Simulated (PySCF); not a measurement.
Ge(Br)(SH) (BrGeHS), SMILES [Br][Ge][SH] (connectivity only; charge and spin as stated), neutral, multiplicity 1. Geometry optimised at r2SCAN-D4/def2-SVP. The values are those of a single conformer.

The numbers are results of r2SCAN-D4/def2-SVP (PySCF), not measurements.

Harmonic wavenumbers (cm⁻¹): 123, 286, 380, 386, 713, 2667. Rotational constants (GHz): 5.647, 1.576, 1.232; symmetry number 1.

Question: Work out the zero-point energy and the ideal-gas rigid-rotor harmonic-oscillator thermochemistry at 298.15 K and 1 atm.

Answer: ZPE = ½ Σ hcν = ½ × 4555 cm⁻¹ = 6.51 kcal/mol. H − E(el) = 10.07 kcal/mol. Entropy in cal/(mol K): translation 41.56, rotation 27.77, vibration 6.89, total 76.23. G − E(el) = -12.66 kcal/mol. Cp = 15.40 cal/(mol K). Modes under 150 cm⁻¹ make the vibrational entropy uncertain.
